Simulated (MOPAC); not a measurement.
MOPAC input (PM3):

```
PM3 1SCF UHF MS=0.5 GEO-OK AUX(PRECISION=9) THREADS=1
C4H5GeO

Ge    1.50161500 1   -0.08819100 1    0.04580100 1
C    -0.42418900 1    0.15332300 1   -0.03913600 1
C    -1.20000000 1    1.25371300 1   -0.27799800 1
C    -2.53118300 1    0.77652500 1   -0.20529800 1
C    -2.53009500 1   -0.54192800 1    0.06370500 1
O    -1.22435700 1   -0.94716800 1    0.17056100 1
H     1.95473500 1   -1.09874700 1   -1.01960200 1
H     1.90923600 1   -0.59752100 1    1.43722300 1
H     2.12912900 1    1.28668100 1   -0.22307000 1
H    -0.85282400 1    2.25301500 1   -0.47544000 1
H    -3.28431000 1   -1.29376100 1    0.20312200 1
```

Output:

```
 *******************************************************************************
 **                                                                           **
 **                              MOPAC v23.2.5                                **
 **                                                                           **
 *******************************************************************************
 ** MOPAC's Digital Object Identifier: https://doi.org/10.5281/zenodo.6511958 **
 **                                                                           **
 ** Please cite the open-source release paper for use of this MOPAC version:  **
 ** J. E. Moussa and J. J. P. Stewart (2026)                                  **
 ** MOPAC: An open-source semiempirical molecular orbital program             **
 ** J. Open Source Softw., 11(119), 8025, https://doi.org/10.21105/joss.08025 **
 *******************************************************************************

                              PM3 CALCULATION RESULTS

 *******************************************************************************
 *  PM3        - The PM3 Hamiltonian to be used
 *  GEO-OK     - OVERRIDE INTERATOMIC DISTANCE AND OTHER SAFETY CHECKS
 *  UHF        - UNRESTRICTED HARTREE-FOCK CALCULATION
 *  MS=        - IN MECI, MAGNETIC COMPONENT OF SPIN =  0.5
 *  1SCF       - DO 1 SCF AND THEN STOP
 *  AUX        - OUTPUT AUXILIARY INFORMATION
 *******************************************************************************
PM3 1SCF UHF MS=0.5 GEO-OK AUX(PRECISION=9) THREADS=1
 C4H5GeO

   ATOM   CHEMICAL          X               Y               Z
  NUMBER   SYMBOL      (ANGSTROMS)     (ANGSTROMS)     (ANGSTROMS)

     1      Ge          1.50161500  *  -0.08819100  *   0.04580100  *
     2       C         -0.42418900  *   0.15332300  *  -0.03913600  *
     3       C         -1.20000000  *   1.25371300  *  -0.27799800  *
     4       C         -2.53118300  *   0.77652500  *  -0.20529800  *
     5       C         -2.53009500  *  -0.54192800  *   0.06370500  *
     6       O         -1.22435700  *  -0.94716800  *   0.17056100  *
     7       H          1.95473500  *  -1.09874700  *  -1.01960200  *
     8       H          1.90923600  *  -0.59752100  *   1.43722300  *
     9       H          2.12912900  *   1.28668100  *  -0.22307000  *
    10       H         -0.85282400  *   2.25301500  *  -0.47544000  *
    11       H         -3.28431000  *  -1.29376100  *   0.20312200  *

          CARTESIAN COORDINATES

    NO.       ATOM           X           Y           Z

     1        Ge          1.5016     -0.0882      0.0458
     2         C         -0.4242      0.1533     -0.0391
     3         C         -1.2000      1.2537     -0.2780
     4         C         -2.5312      0.7765     -0.2053
     5         C         -2.5301     -0.5419      0.0637
     6         O         -1.2244     -0.9472      0.1706
     7         H          1.9547     -1.0987     -1.0196
     8         H          1.9092     -0.5975      1.4372
     9         H          2.1291      1.2867     -0.2231
    10         H         -0.8528      2.2530     -0.4754
    11         H         -3.2843     -1.2938      0.2031

  H: (PM3): J. J. P. STEWART, J. COMP. CHEM. 10, 209 (1989).
  C: (PM3): J. J. P. STEWART, J. COMP. CHEM. 10, 209 (1989).
  O: (PM3): J. J. P. STEWART, J. COMP. CHEM. 10, 209 (1989).
 Ge: (PM3): J. J. P. STEWART, J. COMP. CHEM. 12, 320-341 (1991).

           Empirical Formula: C4 H5 O Ge  =    11 atoms

      MOLECULAR POINT GROUP   :   Cs

          UHF CALCULATION, NO. OF ALPHA ELECTRONS =   16
                           NO. OF BETA  ELECTRONS =   15

 -------------------------------------------------------------------------------
 PM3 1SCF UHF MS=0.5 GEO-OK AUX(PRECISION=9) THREADS=1
 C4H5GeO

     1SCF WAS SPECIFIED, SO BFGS WAS NOT USED
     SCF FIELD WAS ACHIEVED

                              PM3 CALCULATION
                                                       MOPAC v23.2.5 Linux

          FINAL HEAT OF FORMATION =        127.18526 KCAL/MOL =     532.14311 KJ/MOL

          COSMO AREA              =        139.91 SQUARE ANGSTROMS
          COSMO VOLUME            =        132.94 CUBIC ANGSTROMS

          IONIZATION POTENTIAL    =          8.056293 EV
          ALPHA SOMO LUMO (EV)    =         -8.291 -1.087
          BETA  SOMO LUMO (EV)    =         -8.056 -2.376
          NO. OF ALPHA ELECTRONS  =         16
          NO. OF BETA  ELECTRONS  =         15
          MOLECULAR WEIGHT        =        141.6729         POINT GROUP:  Cs

          MOLECULAR DIMENSIONS (Angstroms)

            Atom       Atom       Distance
            H    11    H     9     6.01212
            H    10    H     7     4.25917
            H     8    H    10     2.39670

          SCF CALCULATIONS        =          1

   ATOM   CHEMICAL          X               Y               Z
  NUMBER   SYMBOL      (ANGSTROMS)     (ANGSTROMS)     (ANGSTROMS)

     1      Ge          1.50161500  *  -0.08819100  *   0.04580100  *
     2       C         -0.42418900  *   0.15332300  *  -0.03913600  *
     3       C         -1.20000000  *   1.25371300  *  -0.27799800  *
     4       C         -2.53118300  *   0.77652500  *  -0.20529800  *
     5       C         -2.53009500  *  -0.54192800  *   0.06370500  *
     6       O         -1.22435700  *  -0.94716800  *   0.17056100  *
     7       H          1.95473500  *  -1.09874700  *  -1.01960200  *
     8       H          1.90923600  *  -0.59752100  *   1.43722300  *
     9       H          2.12912900  *   1.28668100  *  -0.22307000  *
    10       H         -0.85282400  *   2.25301500  *  -0.47544000  *
    11       H         -3.28431000  *  -1.29376100  *   0.20312200  *

                             CARTESIAN COORDINATES

   1   Ge        1.501615000    -0.088191000     0.045801000
   2    C       -0.424189000     0.153323000    -0.039136000
   3    C       -1.200000000     1.253713000    -0.277998000
   4    C       -2.531183000     0.776525000    -0.205298000
   5    C       -2.530095000    -0.541928000     0.063705000
   6    O       -1.224357000    -0.947168000     0.170561000
   7    H        1.954735000    -1.098747000    -1.019602000
   8    H        1.909236000    -0.597521000     1.437223000
   9    H        2.129129000     1.286681000    -0.223070000
  10    H       -0.852824000     2.253015000    -0.475440000
  11    H       -3.284310000    -1.293761000     0.203122000

           Empirical Formula: C4 H5 O Ge  =    11 atoms

      MOLECULAR POINT GROUP   :   Cs

          ALPHA EIGENVALUES
 -41.61696 -31.51624 -27.96167 -21.03206 -20.15734 -18.29753 -16.58083 -16.10974
 -14.73740 -14.23583 -13.21262 -13.04994 -12.75691 -10.68527 -10.47877  -8.29066
  -1.08746  -0.55860  -0.14901   0.02316   1.87961   2.03928   2.59520   3.14951
   3.63812   4.08293   4.64256   5.34487   6.08456

           BETA EIGENVALUES
 -41.24404 -31.49393 -27.12235 -20.89310 -19.74990 -18.18183 -15.95608 -15.74743
 -14.58768 -14.19523 -12.96180 -12.85057 -12.72172 -10.60435  -8.05629  -2.37629
  -0.80821  -0.13774  -0.10113   1.02972   2.33820   2.45866   2.74124   3.32417
   3.82086   4.28992   4.85527   5.37021   6.25417

              NET ATOMIC CHARGES AND DIPOLE CONTRIBUTIONS

  ATOM NO.   TYPE          CHARGE      No. of ELECS.   s-Pop       p-Pop
    1         Ge           0.389813        3.6102     0.67695     2.93324
    2          C          -0.087970        4.0880     1.29534     2.79263
    3          C          -0.169579        4.1696     1.21095     2.95863
    4          C          -0.295905        4.2959     1.59098     2.70493
    5          C           0.142669        3.8573     1.24552     2.61181
    6          O          -0.159953        6.1600     1.83705     4.32291
    7          H          -0.031835        1.0318     1.03183
    8          H          -0.031833        1.0318     1.03183
    9          H          -0.036450        1.0365     1.03645
   10          H           0.140992        0.8590     0.85901
   11          H           0.140051        0.8599     0.85995
 DIPOLE           X         Y         Z       TOTAL
 POINT-CHG.     3.022    -1.309     0.323     3.309
 HYBRID         0.679    -0.968     0.210     1.201
 SUM            3.701    -2.277     0.533     4.378

          ATOMIC ORBITAL ELECTRON POPULATIONS

     Atom    s        px        py        pz
    1 Ge   0.67695   0.82799   1.04991   1.05533
    2  C   1.29534   0.99893   0.89730   0.89640
    3  C   1.21095   0.96211   0.98258   1.01394
    4  C   1.59098   1.17286   0.96891   0.56316
    5  C   1.24552   0.83971   0.98654   0.78556
    6  O   1.83705   1.19263   1.37413   1.75615
    7  H   1.03183
    8  H   1.03183
    9  H   1.03645
   10  H   0.85901
   11  H   0.85995

                    (SZ)    =    0.500000
                    (S**2)  =    0.842382

          ATOMIC ORBITAL SPIN POPULATIONS

    Atom   Total    s     px     py     pz
         Atomic
    1 Ge -0.1297 -0.017 -0.058 -0.020 -0.034
    2  C  0.5412  0.041  0.046  0.047  0.408
    3  C -0.3277 -0.021 -0.031 -0.036 -0.239
    4  C  0.2090  0.009  0.014 -0.017  0.202
    5  C  0.6554  0.039  0.029  0.048  0.540
    6  O -0.0024  0.003 -0.022 -0.020  0.037
    7  H  0.0346  0.035
    8  H  0.0346  0.035
    9  H  0.0109  0.011
   10  H  0.0190  0.019
   11  H -0.0449 -0.045

 **********************
 *                    *
 * JOB ENDED NORMALLY *
 *                    *
 **********************

 == MOPAC DONE ==
```

The geometry given is a B3LYP-D3(BJ)/def2-TZVP minimum.
